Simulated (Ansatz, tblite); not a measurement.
Cost and result up the ladder for Si(OAc)2Me2 (C₆H₁₂O₄Si) (23 atoms). Charge 0, multiplicity 1. Geometry: r2SCAN-D4/def2-SVP.

```xyz
23

Si   -1.0281   -0.2201    0.4398
O     0.3506   -1.2025    0.6586
C     1.2256   -1.4566   -0.3380
C     2.4701   -2.1241    0.1663
O     1.0130   -1.1415   -1.4870
H     3.0983   -2.4406   -0.6742
H     2.2144   -2.9776    0.8106
H     3.0172   -1.3996    0.7902
O    -0.6574    1.1367   -0.5273
C     0.4973    1.8251   -0.3992
C     0.6943    2.8015   -1.5199
O     1.2731    1.6315    0.5093
H     1.5620    3.4402   -1.3189
H    -0.2130    3.4045   -1.6688
H     0.8583    2.2287   -2.4465
C    -1.4993    0.3178    2.1473
H    -2.3757    0.9847    2.1275
H    -0.6573    0.8588    2.6056
H    -1.7409   -0.5489    2.7828
C    -2.3251   -1.1365   -0.5113
H    -3.2214   -0.5135   -0.6599
H    -2.6287   -2.0564    0.0130
H    -1.9273   -1.4116   -1.5002
```

Ansatz on 4 threads of Arm Neoverse V2 on a shared host; xTB runs through tblite on one thread. Times are rough, summed over both states, and most runs start from the orbitals of an earlier one. PBE0-D4/def2-TZVP serves as the yardstick here, not as an exact answer. The other state is a doublet.

The xTB rows come from tblite.

Raw xTB energies of ions are shifted by several eV.

```json
{"level": "GFN2-xTB", "functions": "61", "wall time": "0.024 s", "vertical IE (eV)": "13.59", "difference from PBE0-D4/def2-TZVP (eV)": "4.00"}
{"level": "GFN1-xTB", "functions": "73", "wall time": "0.029 s", "vertical IE (eV)": "14.23", "difference from PBE0-D4/def2-TZVP (eV)": "4.63"}
{"level": "PBE-D4/def2-TZVP (with forces)", "functions": "419", "wall time": "24 s", "vertical IE (eV)": "8.89", "difference from PBE0-D4/def2-TZVP (eV)": "-0.70"}
{"level": "PBE0-D4/def2-TZVP", "functions": "419", "wall time": "66 s", "vertical IE (eV)": "9.60", "difference from PBE0-D4/def2-TZVP (eV)": "0.00"}
{"level": "r2SCANh-D4/def2-TZVP", "functions": "419", "wall time": "82 s", "vertical IE (eV)": "9.36", "difference from PBE0-D4/def2-TZVP (eV)": "-0.23"}
```
